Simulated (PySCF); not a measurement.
How methods differ on the ionisation energy of W

W [Xe] 4f14 5d4 6s2 (5D) → W⁺ [Xe] 4f14 5d4 6s1 (6D), as a difference of total energies. Calculation: PySCF 2.14, in def2-QZVPPD with the def2 core potential (60 electrons) (7s6p4d3f2g, 84 functions); a scalar-relativistic core potential. Correlated levels: valence: 5s2 5p6 frozen. The calculations carry no spin-orbit coupling.

Question: Order these methods by the ionisation energy they give, lowest first.
A. CCSD (valence)
B. UHF
C. CCSD(T) (valence)
D. MP2 (valence)

Answer: B (5.873 eV), D (7.206 eV), A (7.343 eV), C (7.488 eV).

Errors of the correlated levels include the incompleteness of this basis and the frozen core.

For comparison: 7.825 eV (measured; NIST levels, between the centres of gravity of the two terms).
